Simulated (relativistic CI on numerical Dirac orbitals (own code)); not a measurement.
**Rh4+: 3p photoemission**

Computed with this model: Dirac-Coulomb-Breit CI, orbitals from a KLI potential per configuration, model QED (radiative potential, 1s self-energy scaled to tabulated hydrogen-like ionisation energies), valence Slater integrals scaled by 0.7, multiplet model of photoemission in the sudden approximation; configurations [Kr] 4d5 → [Ne] 3s2 3p5 3d10 4s2 4p6 4d5; 80 K; Lorentzian 2 eV and Gaussian 0.6 eV FWHM. Energies are those of the free ion, without screening or charge transfer. The energies are binding energies and can lie tens of eV above those of solids. S is read from ⟨S²⟩ = S(S + 1).

free ion: ground-state S = 2.48, centroid 575.08 eV. Peaks (eV, height): 566.6 (100), 592.0 (54).

Strongest unbroadened transitions for free ion:

```tsv
Energy (eV)	Relative strength
566.21	100.0
566.64	77.1
567.00	54.4
567.28	32.3
569.15	0.1
569.22	0.1
569.50	0.7
569.51	0.1
569.56	0.3
569.58	0.6
569.76	0.3
569.84	0.3
569.88	0.3
570.37	0.1
591.70	55.5
592.06	77.4
595.34	0.3
595.63	0.1
```
